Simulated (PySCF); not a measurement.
**Level sweep**

Hydrogen diatomic, H₂.
SMILES: `[H][H]`

PySCF, dipoles from the SCF density, polarisabilities from static response with core orbitals frozen. Isolated species at its PBE0-D3(BJ)/def2-SVP geometry, gas phase.

Reference polarisability: 0.787 Å³ (measured, gas; NIST CCCBDB Release 22 (SRD 101), experimental polarizabilities). Reference polarisability: 0.768 Å³ (computed, CCSD(T)/CBS, static electronic, isotropic average, equilibrium geometry, gas; Hait, Head-Gordon, Phys. Chem. Chem. Phys. 20 (2018) 19800). Errors are taken against the first value of each kind. The anisotropy is √(½[(α1 − α2)² + (α2 − α3)² + (α3 − α1)²]).

| level | α (Å³) | error (%) | anisotropy (Å³) |
| --- | --- | --- | --- |
| LDA/def2-SVPD | 0.85 | +7.5 | 0.35 |
| PBE/def2-SVPD | 0.81 | +2.4 | 0.36 |
| B3LYP/def2-SVPD | 0.79 | +0.8 | 0.35 |
| PBE0/def2-SVPD | 0.79 | +0.5 | 0.34 |
| BHandHLYP/def2-SVPD | 0.78 | -0.9 | 0.34 |
| CAM-B3LYP/def2-SVPD | 0.80 | +1.9 | 0.35 |
| wB97X-D/def2-SVPD | 0.79 | +0.2 | 0.34 |
| LC-wPBE/def2-SVPD | 0.79 | +0.2 | 0.33 |
| HF/def2-SVPD | 0.77 | -1.9 | 0.32 |
| PBE0/6-31G* | 0.33 | -58.2 | 0.99 |
| PBE0/6-31+G* | 0.33 | -58.2 | 0.99 |
| PBE0/def2-SVP | 0.44 | -44.7 | 0.85 |
| PBE0/def2-TZVP | 0.45 | -43.0 | 0.90 |
| PBE0/aug-cc-pVDZ | 0.81 | +2.9 | 0.36 |
| PBE0/def2-TZVPD | 0.82 | +3.8 | 0.32 |
| PBE0/aug-cc-pVTZ | 0.84 | +6.7 | 0.29 |

For the polarisability, the smallest error is 0.2% (LC-wPBE/def2-SVPD and wB97X-D/def2-SVPD) and the largest 58.2% (PBE0/6-31G* and PBE0/6-31+G*). The dipole stays under 0.05 D at every level. In one basis (def2-SVPD) the functionals order the polarisability from HF (lowest) to LDA (highest), a spread of 10%. With PBE0 the polarisability is 0.39 Å³ without diffuse functions (mean of 6-31G*, 6-31+G*, def2-SVP and def2-TZVP) and 0.81 Å³ with them (mean of def2-SVPD, aug-cc-pVDZ, def2-TZVPD and aug-cc-pVTZ). Measured values can belong to vibrating molecules; the computed ones are for one fixed geometry.
